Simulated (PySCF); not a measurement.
SMILES FC(F)(F)c1ccc(C(F)(F)F)cc1 (C8H4F6) at its GFN2-xTB optimised geometry (Å):

```
18

F     -0.7985    -3.4126     0.6032
C     -1.4606    -2.4341    -0.0290
F     -1.6584    -2.8642    -1.2891
F     -2.6717    -2.3580     0.5381
C     -0.7211    -1.1219     0.0000
C     -1.4358     0.0690    -0.0095
C     -0.7532     1.2710    -0.0091
C      0.6364     1.2708    -0.0020
C      1.3491     2.5980    -0.0105
F      0.9043     3.4126     0.9604
F      2.6717     2.4886     0.1553
F      1.1605     3.2570    -1.1677
C      1.3505     0.0812     0.0000
C      0.6672    -1.1219     0.0000
H     -2.5144     0.0537    -0.0109
H     -1.2920     2.2058    -0.0118
H      2.4290     0.0947     0.0037
H      1.2083    -2.0552     0.0060
```

Computed with PBE/def2-SVP (PySCF). Cells within 0.4 Å of a nucleus heavier than hydrogen are left out (blank, or x).

Map of the electron localisation function on the plane z = 0.6 Å:

```
|0000000000000000000000000|
|0000000000000000000000000|
|0000000000001343100000000|
|0000000000004787200000000|
|0000000000016888102300000|
|0000000166005877127620000|
|0000000599600365379830000|
|0000000499920144389830000|
|0000000068855575158620000|
|0000000015578664001100000|
|0000033237767687210000000|
|0000499867831486699710000|
|0000699975610265799940000|
|0000037758843587578820000|
|0000000016778676101100000|
|0000145105668666100000000|
|0000389726733599710000000|
|000048xx53300199940000000|
|0000488835763039930000000|
|0000267317xx8102300000000|
|0000022018x87200000000000|
|0000000037874100000000000|
|0000000013421000000000000|
|0000000000000000000000000|
|0000000000000000000000000|
```
Scale: ten equal steps from 0.000 (start of '0') to 0.979 (end of '9'), in the order '0123456789'; x runs from -5.50 to 5.50, y from -5.50 (bottom) to 5.50 (top).
